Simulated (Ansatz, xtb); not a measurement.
Two isomers of C3H2N2OS

Structure I: `O=Cc1ncsn1`, a singlet. Structure II: `O=Cc1ncns1`, a singlet. Both are isolated molecules in the gas phase, relaxed with B3LYP-D3(BJ)/def2-SVP; each stands in its lowest conformer found.

Quicker runs give these differences E(II) − E(I): GFN2-xTB −10.65 kJ/mol; HF/STO-3G +0.16 kJ/mol (at GFN2-xTB geometries); r2SCAN-D4/def2-SVP −9.81 kJ/mol (at GFN2-xTB geometries).

Question: Estimate which is lower in electronic energy at CCSD(T)/def2-SVP + ΔMP2/def2-TZVPP, and by roughly how much.

Answer: The CCSD(T)/def2-SVP + ΔMP2/def2-TZVPP calculation puts structure II lower, by 7.75 kJ/mol.

The same difference at several levels:

```tsv
level	geometry	E(II) − E(I) (kJ/mol)	departure from the last row (kJ/mol)	job, with rough time for the two
GFN2-xTB	GFN2-xTB	−10.65	−2.91	optimisation, 0.18 s
HF/STO-3G	GFN2-xTB	+0.16	+7.90	single point, 0.75 s
r2SCAN-D4/def2-SVP	GFN2-xTB	−9.81	−2.06	single point, 4.2 s
B3LYP-D3(BJ)/def2-SVP	B3LYP-D3(BJ)/def2-SVP	−9.13	−1.38	optimisation, 47 s
HF/def2-SVP	B3LYP-D3(BJ)/def2-SVP	−3.66	+4.08	part of the CCSD(T) run
MP2/def2-SVP	B3LYP-D3(BJ)/def2-SVP	−10.94	−3.20	part of the CCSD(T) run
CCSD(T)/def2-SVP	B3LYP-D3(BJ)/def2-SVP	−7.80	−0.05	single point
CCSD(T)/def2-SVP + ΔMP2/def2-TZVPP	B3LYP-D3(BJ)/def2-SVP	−7.75		single point, 51 s
```

As drawn, both hold the same kinds of bond in the same numbers.

HF/STO-3G finds them nearly level. The largest departure from CCSD(T)/def2-SVP + ΔMP2/def2-TZVPP is that of HF/STO-3G, 7.90 kJ/mol. The last row adds to CCSD(T) the change of the MP2 difference between the two basis sets, here +0.05 kJ/mol.

With thermal terms from frequencies at re-optimised GFN2-xTB minima (ideal gas, soft modes damped towards free rotors, one conformer each, 298.15 K, 1 atm): the zero-point term adds +0.45 kJ/mol; ΔH is −7.28 and ΔG −7.35 kJ/mol.

The correlated steps freeze 11 core orbitals. Programs: Ansatz 0.2.0, xtb 6.7.1; the last row on 2 threads of Intel(R) Xeon(R) Processor on a shared host.
